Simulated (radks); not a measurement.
Values are calculated unless marked as measured or tabulated.
Task: These are the eigenvalues of the occupied orbitals of an atom or ion with whole-number occupations (Ry). Level of theory: Dirac Kohn-Sham, LB94 model potential, spin-unpolarised, spherical densities, finite nucleus; Fermi nuclear charge, rms radius of each element as measured or else 0.836 A^(1/3) + 0.57 fm (a radial shooting solver on a logarithmic mesh with Libxc functionals).

1s1/2: -24.37781
2s1/2: -3.40501

Which element is it, and in what charge state? The configuration may be excited. Open shells, if any, fill j = l - 1/2 first.

Result: Z = 6, carbon, charge +2: C2+ in [He] 2s2. The 1s level, -12.189 hartree, gives Z - s = 4.9 by -(Z - s)^2/2, which with screening and relativity narrows Z to a few neighbours, and the depths must fix Z and the occupations together.
